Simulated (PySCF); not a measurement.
PySCF input for C4H11As, SMILES CC(C)(C)[AsH2], TDA-PBE/def2-SVPD. Coordinates come from a PBE-D3(BJ)/def2-SVP optimisation.

```python
import numpy as np
from pyscf import gto, scf, dft, tdscf

mol = gto.M(
    atom='''
    C    -1.36527539   -1.44698970   -0.00000003
    C    -0.84022513   -0.00780626   -0.00000000
    C    -1.30561504    0.73568435   -1.26072135
    C    -1.30561504    0.73568429    1.26072139
    As    1.19272692    0.05506171    0.00000000
    H    -2.47899892   -1.44852902   -0.00000004
    H    -1.02924202   -2.00661946    0.89610953
    H    -1.02924203   -2.00661942   -0.89610962
    H    -0.92636176    1.77788018   -1.29049226
    H    -2.41655210    0.78313076   -1.28754612
    H    -0.97274642    0.22350861   -2.18697993
    H    -0.92636176    1.77788012    1.29049235
    H    -0.97274641    0.22350850    2.18697994
    H    -2.41655210    0.78313070    1.28754615
    H     1.35459940   -1.01187178    1.10332996
    H     1.35459941   -1.01187173   -1.10333001
    ''',
    basis='def2-SVPD',
    charge=0,
    spin=0,
    symmetry=True,
    max_memory=1600,
    verbose=4,
)
mf = dft.RKS(mol, xc='pbe').density_fit(auxbasis='def2-universal-jkfit')
mf.grids.level = 3
mf.conv_tol = 1e-9
mf.max_cycle = 100
mf.kernel()
mf.grids = dft.Grids(mol).set(level=1).build(with_non0tab=True)  # coarser grid for the response kernel
td = tdscf.TDA(mf)
td.singlet = True
td.nstates = 6
td.conv_tol = 1e-4
td.positive_eig_threshold = 1e-6
td.kernel(x0=td.get_init_guess(mf, 11))
td.analyze()
tt = tdscf.TDA(mf)
tt.singlet = False
tt.nstates = 2
tt.conv_tol = 1e-4
tt.positive_eig_threshold = 1e-6
tt.kernel(x0=tt.get_init_guess(mf, 7))
tt.analyze(verbose=3)
```

It prints:

```
PySCF version 2.14.0

[INPUT] verbose = 4
[INPUT] num. atoms = 16
[INPUT] num. electrons = 68
[INPUT] charge = 0
[INPUT] spin (= nelec alpha-beta = 2S) = 0
[INPUT] symmetry True subgroup None
[INPUT] Mole.unit = angstrom
[INPUT] Symbol           X                Y                Z      unit          X                Y                Z       unit  Magmom
[INPUT]  1 C     -1.365275390000  -1.446989700000  -0.000000030000 AA   -2.579996571709  -2.734414238067  -0.000000056692 Bohr   0.0
[INPUT]  2 C     -0.840225130000  -0.007806260000   0.000000000000 AA   -1.587795378677  -0.014751693457   0.000000000000 Bohr   0.0
[INPUT]  3 C     -1.305615040000   0.735684350000  -1.260721350000 AA   -2.467254849713   1.390241935629  -2.382418070892 Bohr   0.0
[INPUT]  4 C     -1.305615040000   0.735684290000   1.260721390000 AA   -2.467254849713   1.390241822245   2.382418146481 Bohr   0.0
[INPUT]  5 As     1.192726920000   0.055061710000   0.000000000000 AA    2.253927220196   0.104051551850   0.000000000000 Bohr   0.0
[INPUT]  6 H     -2.478998920000  -1.448529020000  -0.000000040000 AA   -4.684629021893  -2.737323131285  -0.000000075589 Bohr   0.0
[INPUT]  7 H     -1.029242020000  -2.006619460000   0.896109530000 AA   -1.944985533694  -3.791961215623   1.693401589313 Bohr   0.0
[INPUT]  8 H     -1.029242030000  -2.006619420000  -0.896109620000 AA   -1.944985552591  -3.791961140034  -1.693401759388 Bohr   0.0
[INPUT]  9 H     -0.926361760000   1.777880180000  -1.290492260000 AA   -1.750570018670   3.359706622492  -2.438676937271 Bohr   0.0
[INPUT] 10 H     -2.416552100000   0.783130760000  -1.287546120000 AA   -4.566621634743   1.479902656122  -2.433109539546 Bohr   0.0
[INPUT] 11 H     -0.972746420000   0.223508610000  -2.186979930000 AA   -1.838224322451   0.422370059382  -4.132793107620 Bohr   0.0
[INPUT] 12 H     -0.926361760000   1.777880120000   1.290492350000 AA   -1.750570018670   3.359706509109   2.438677107346 Bohr   0.0
[INPUT] 13 H     -0.972746410000   0.223508500000   2.186979940000 AA   -1.838224303554   0.422369851512   4.132793126518 Bohr   0.0
[INPUT] 14 H     -2.416552100000   0.783130700000   1.287546150000 AA   -4.566621634743   1.479902542739   2.433109596238 Bohr   0.0
[INPUT] 15 H      1.354599400000  -1.011871780000   1.103329960000 AA    2.559821874500  -1.912160537376   2.084991449427 Bohr   0.0
[INPUT] 16 H      1.354599410000  -1.011871730000  -1.103330010000 AA    2.559821893397  -1.912160442890  -2.084991543914 Bohr   0.0

nuclear repulsion = 365.255666039536
point group symmetry = Cs
symmetry origin: [ 1.38950441e-09 -8.33702747e-10  2.77900905e-10]
symmetry axis x: [ 1.00000000e+00 -1.13843115e-09 -1.26327042e-09]
symmetry axis y: [-1.13843126e-09 -1.00000000e+00 -8.80407603e-08]
symmetry axis z: [-1.26327032e-09  8.80407601e-08 -1.00000000e+00]
num. orbitals of irrep A' = 120
num. orbitals of irrep A" = 86
number of shells = 90
number of NR pGTOs = 310
number of NR cGTOs = 206
basis = def2-SVPD
ecp = {}


[settings echo left out]
init E= -2393.10458227776
HOMO (A') = -0.28166234716242  LUMO (A') = -0.0702516831873905  gap/eV = 5.75278
cycle= 1 E= -2393.88142110451  delta_E= -0.777  |g|= 0.583  |ddm|= 8.04
HOMO (A') = -0.172649957543819  LUMO (A') = -4.95709830916624e-06  gap/eV = 4.69791
cycle= 2 E= -2393.71363872305  delta_E= 0.168  |g|= 0.961  |ddm|= 3.22
HOMO (A') = -0.214982240652053  LUMO (A') = -0.0234034064963717  gap/eV = 5.21313
cycle= 3 E= -2393.95700060121  delta_E= -0.243  |g|= 0.182  |ddm|= 2.04
HOMO (A') = -0.217855333935016  LUMO (A') = -0.0244781526762821  gap/eV = 5.26206
cycle= 4 E= -2393.96566312095  delta_E= -0.00866  |g|= 0.0451  |ddm|= 0.378
HOMO (A') = -0.219878573649781  LUMO (A') = -0.0255252187976209  gap/eV = 5.28862
cycle= 5 E= -2393.96611665524  delta_E= -0.000454  |g|= 0.0114  |ddm|= 0.109
HOMO (A') = -0.219457333387643  LUMO (A') = -0.0252474798530136  gap/eV = 5.28472
cycle= 6 E= -2393.96614117922  delta_E= -2.45e-05  |g|= 0.00157  |ddm|= 0.0303
HOMO (A') = -0.219510985390735  LUMO (A') = -0.025308445897251  gap/eV = 5.28452
cycle= 7 E= -2393.96614187201  delta_E= -6.93e-07  |g|= 0.000454  |ddm|= 0.00596
HOMO (A') = -0.219456441803395  LUMO (A') = -0.025276602695258  gap/eV = 5.28390
cycle= 8 E= -2393.96614192199  delta_E= -5e-08  |g|= 0.00014  |ddm|= 0.00196
HOMO (A') = -0.219475213044104  LUMO (A') = -0.0252863411760362  gap/eV = 5.28415
cycle= 9 E= -2393.96614192649  delta_E= -4.5e-09  |g|= 3.3e-05  |ddm|= 0.000564
HOMO (A') = -0.219472372788517  LUMO (A') = -0.0252856016423508  gap/eV = 5.28409
cycle= 10 E= -2393.96614192688  delta_E= -3.93e-10  |g|= 5.86e-06  |ddm|= 0.000108
HOMO (A') = -0.219473679881574  LUMO (A') = -0.0252860612054171  gap/eV = 5.28411
Extra cycle  E= -2393.96614192687  delta_E= 1.27e-11  |g|= 7.38e-06  |ddm|= 4.58e-05
converged SCF energy = -2393.96614192687
tot grids = 55248
Overwritten attributes  positive_eig_threshold  of <class 'pyscf.tdscf.rks.TDA'>


******** <class 'pyscf.tdscf.rks.TDA'> for <class 'pyscf.df.df_jk.DFSymAdaptedRKS'> ********
nstates = 6 singlet
deg_eia_thresh = 1.000e-03
wfnsym = None
conv_tol = 0.0001
eigh lindep = 1e-12
eigh level_shift = 0
eigh max_cycle = 100


Excitation energies (eV)
[5.59788123 6.25716337 6.42025723 6.77697423 6.91568118 7.02967742]

** Singlet excitation energies and oscillator strengths **
Excited State   1:   A'      5.59788 eV    221.48 nm  f=0.0312
      34 -> 35       -0.64038
      34 -> 37        0.28347
Excited State   2:   A"      6.25716 eV    198.15 nm  f=0.0175
      33 -> 36       -0.18455
      34 -> 36       -0.67228
Excited State   3:   A'      6.42026 eV    193.11 nm  f=0.2324
      33 -> 35       -0.16175
      33 -> 37       -0.11596
      34 -> 35        0.24861
      34 -> 37        0.61077
Excited State   4:   A'      6.77697 eV    182.95 nm  f=0.0079
      33 -> 35        0.57583
      33 -> 37       -0.15897
      34 -> 38        0.33849
      34 -> 40        0.10503
Excited State   5:   A'      6.91568 eV    179.28 nm  f=0.0472
      33 -> 35        0.29915
      33 -> 37       -0.13978
      34 -> 38       -0.61361
Excited State   6:   A"      7.02968 eV    176.37 nm  f=0.0005
      34 -> 39       -0.69937

** Transition electric dipole moments (AU) **
state          X           Y           Z        Dip. S.      Osc.
  1        -0.0430     -0.4747     -0.0000      0.2271      0.0312
  2        -0.0000     -0.0000      0.3380      0.1142      0.0175
  3        -1.2083     -0.1307     -0.0000      1.4772      0.2324
  4        -0.0841     -0.2006     -0.0000      0.0473      0.0079
  5        -0.1227     -0.5134     -0.0000      0.2787      0.0472
  6         0.0000      0.0000     -0.0548      0.0030      0.0005

** Transition velocity dipole moments (imaginary part, AU) **
state          X           Y           Z        Dip. S.      Osc.
  1        -0.0520     -0.0429      0.0000      0.0045      0.0147
  2        -0.0000      0.0000      0.0026      0.0000      0.0000
  3        -0.1630     -0.0753     -0.0000      0.0322      0.0911
  4         0.0283     -0.0135      0.0000      0.0010      0.0026
  5        -0.0157     -0.0934     -0.0000      0.0090      0.0235
  6        -0.0000      0.0000     -0.0031      0.0000      0.0000

** Transition magnetic dipole moments (imaginary part, AU) **
state          X           Y           Z
  1         0.0000     -0.0000      1.0058
  2        -0.4372      0.6732     -0.0000
  3         0.0000      0.0000     -0.6722
  4         0.0000      0.0000      0.3382
  5         0.0000      0.0000      0.5410
  6        -0.0216     -0.3091      0.0000


******** <class 'pyscf.tdscf.rks.TDA'> for <class 'pyscf.df.df_jk.DFSymAdaptedRKS'> ********
nstates = 2 triplet
deg_eia_thresh = 1.000e-03
wfnsym = None
conv_tol = 0.0001
eigh lindep = 1e-12
eigh level_shift = 0
eigh max_cycle = 100


Excitation energies (eV)
[4.88439352 5.39473274]

** Triplet excitation energies and oscillator strengths **
Excited State   1:   A'      4.88439 eV    253.84 nm  f=0.0000
Excited State   2:   A"      5.39473 eV    229.82 nm  f=0.0000
```

The run converged.
